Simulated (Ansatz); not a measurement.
Start from `C=C=C([SiH3])BF` and change one atom or group to get `C=C=C([SiH3])[SiH3]`.

Ansatz, PBE0-D4/def2-TZVP geometries, multiplicity 1. Each molecule was computed in one conformer, which needn't be the lowest.

```json
{"property": "LUMO energy (PBE/def2-TZVPP) / eV", "`C=C=C([SiH3])BF`": "-2.56"}
{"property": "LUMO energy (PBE0/def2-TZVPP) / eV", "`C=C=C([SiH3])BF`": "-1.61"}
{"property": "LUMO energy (B3LYP/def2-TZVPP) / eV", "`C=C=C([SiH3])BF`": "-1.81"}
{"property": "HOMO–LUMO gap (PBE/def2-TZVPP) / eV", "`C=C=C([SiH3])BF`": "3.90"}
{"property": "HOMO energy (ωB97M-V/def2-TZVPP) / eV", "`C=C=C([SiH3])BF`": "-9.79"}
{"property": "HOMO energy (B3LYP/def2-TZVPP) / eV", "`C=C=C([SiH3])BF`": "-7.41"}
```

Q: What does the change do to each property? (Best estimate.)

A: The calculation gave: 
```json
{"property": "LUMO energy (PBE/def2-TZVPP) / eV", "`C=C=C([SiH3])[SiH3]`": "-1.50", "shift": "1.06"}
{"property": "LUMO energy (PBE0/def2-TZVPP) / eV", "`C=C=C([SiH3])[SiH3]`": "-0.53", "shift": "1.08"}
{"property": "LUMO energy (B3LYP/def2-TZVPP) / eV", "`C=C=C([SiH3])[SiH3]`": "-0.72", "shift": "1.09"}
{"property": "HOMO–LUMO gap (PBE/def2-TZVPP) / eV", "`C=C=C([SiH3])[SiH3]`": "4.71", "shift": "0.81"}
{"property": "HOMO energy (ωB97M-V/def2-TZVPP) / eV", "`C=C=C([SiH3])[SiH3]`": "-9.45", "shift": "0.34"}
{"property": "HOMO energy (B3LYP/def2-TZVPP) / eV", "`C=C=C([SiH3])[SiH3]`": "-7.08", "shift": "0.33"}
```

With PBE0 the HOMO rises by 0.33 eV and the LUMO rises by 1.08 eV, so the gap widens by about 0.75 eV. PBE moves the HOMO by 0.27 eV and ωB97M-V by 0.34 eV.

B3LYP here is the variant with VWN-RPA as its local correlation; programs differ in this.
